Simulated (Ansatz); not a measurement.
Basis-set series for `CC1=C[SiH]1F`. The species carries charge 0 and has multiplicity 1. All single points use the PBE0-D4/def2-TZVP geometry.

| functional | basis | functions | energy (Eh) | HOMO (eV) | LUMO (eV) |
| --- | --- | --- | --- | --- | --- |
| PBE0-D4 | def2-TZVPP | 236 | -506.40847 | -7.51 | -0.19 |
| PBE0-D4 | def2-QZVPP | 448 | -506.43056 | -7.52 | -0.26 |
| ωB97M-V | def2-TZVPP | 236 | -506.66542 | -9.68 | 1.94 |
| ωB97M-V | def2-QZVPP | 448 | -506.68598 | -9.70 | 1.63 |

(1) Give the rows for def2-SVP. (An estimate is asked.)

Answers

(1) The calculation gave: 
```
functional     basis  functions  energy (Eh)  HOMO (eV)  LUMO (eV)
   PBE0-D4  def2-SVP         99   -506.04694      -7.47       0.00
   ωB97M-V  def2-SVP         99   -506.29528      -9.63       2.29
```

Positive LUMOs are unbound and depend on the basis.

All numbers were calculated with Ansatz.
